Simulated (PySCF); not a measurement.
trans-(1R,2R)-1-chloro-2-fluorocyclobutane (C₄H₆ClF), SMILES F[C@@H]1CC[C@H]1Cl. Atoms are numbered in the order given.

```xyz
12

F     -2.0260    -0.7420     0.1571
C     -1.0143     0.1840     0.2410
C     -1.0423     1.3810    -0.7330
C      0.5028     1.2611    -0.8219
C      0.3505    -0.2004    -0.3481
Cl     1.5979    -0.9057     0.7269
H     -0.9075     0.5074     1.3001
H     -1.4811     2.3307    -0.3731
H     -1.5347     1.0824    -1.6796
H      1.0127     1.8703    -0.0505
H      0.9931     1.4274    -1.7991
H      0.2068    -0.8974    -1.1972
```
Charge 0, spin multiplicity 1.

Geometry optimised at PBE-D3(BJ)/def2-SVP.

The numbers are results of PBE-D3(BJ)/def2-SVP in PySCF, not measurements.

Frequencies are harmonic and unscaled.

```tsv
mode	ν (cm⁻¹)	IR (km/mol)	moving atoms (share of kinetic energy)
1	138	1.3	C 40 %, H 31 %, F 18 %, Cl 11 %
2	203	0.6	F 33 %, Cl 29 %, C 25 %, H 13 %
3	295	6.1	C 50 %, H 22 %, Cl 14 %, F 14 %
4	371	1.0	C 43 %, Cl 22 %, H 19 %, F 16 %
5	453	9.7	C 39 %, H 27 %, F 19 %, Cl 15 %
6	552	5.8	C 48 %, H 25 %, F 22 %
7	717	16.7	C 48 %, H 39 %
8	772	2.8	H 75 %, C 22 %
9	888	27.8	C 57 %, H 39 %
10	911	1.2	H 61 %, C 39 %
11	942	18.9	C 56 %, H 39 %
12	999	12.1	C 67 %, H 32 %
13	1061	0.7	C 51 %, H 48 %
14	1076	13.6	C 69 %, H 28 %
15	1121	62.3	C 49 %, H 35 %, F 15 %
16	1154	6.9	H 70 %, C 30 %
17	1179	1.6	H 81 %, C 18 %
18	1195	3.7	H 70 %, C 29 %
19	1204	17.4	H 67 %, C 29 %
20	1216	18.4	H 64 %, C 34 %
21	1258	14.4	H 68 %, C 32 %
22	1354	33.6	H 70 %, C 29 %
23	1401	4.5	H 92 %
24	1425	19.2	H 83 %, C 17 %
25	2989	15.5	H 92 %
26	3013	13.6	H 95 %
27	3019	9.9	H 94 %
28	3039	8.5	H 92 %
29	3080	6.4	H 90 %, C 10 %
30	3090	13.0	H 90 %, C 10 %
```
